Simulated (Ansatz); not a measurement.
Ansatz results at the PBE0-D4/def2-TZVP geometry: HOMO energy (PBE/def2-TZVPP) -5.54 eV; LUMO energy (PBE0/def2-TZVPP) -1.08 eV; HOMO–LUMO gap (PBE/def2-TZVPP) 3.67 eV.

Each molecule was computed in one conformer, which needn't be the lowest.

Question: Which molecule gave them?
A. `O[SiH]1[SiH2][Al]1[SiH3]`
B. `[BH2][GeH2][F]`
C. `C#C[CH2][AlH][CH2]O`
D. `OB1OC1Cl`

Answer: C. The others give `[BH2][GeH2][F]`: -7.25, -2.80, 3.45; `OB1OC1Cl`: -6.50, 0.11, 5.66; `O[SiH]1[SiH2][Al]1[SiH3]`: -5.31, -1.69, 2.89.
